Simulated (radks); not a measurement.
The numbers below are computed, except where a source is named.
Coherent X-ray form factor from a spherical all-electron density. Level of theory: scalar-relativistic Kohn-Sham, BLYP, spin-polarised, spherical densities, finite nucleus; Fermi nuclear charge, rms radius of each element as measured or else 0.836 A^(1/3) + 0.57 fm (a radial shooting solver on a logarithmic mesh with Libxc functionals).

sin(theta)/lambda (1/angstrom)  f0 (electrons)
0.05                                    41.918
0.1                                     41.675
0.15                                    41.275
0.2                                     40.726
0.25                                    40.039
0.3                                     39.226
0.4                                     37.286
0.5                                     35.039
0.6                                     32.626
0.8                                     27.805
1                                       23.586
1.25                                    19.591
1.5                                     16.828
2                                       13.117

The species is in the configuration that NIST lists as its ground one. Which atom or ion scatters so?

Answer. The ytterbium ion Yb28+, [Kr] 4d6. Extrapolating in s^2 from the first two rows gives f0(0) = 42.0, near the electron count 42; among species with that count, the fall with angle is slower the higher Z, and the table is that of Z = 70; from so few rows the species is fixed only to a neighbour or two.
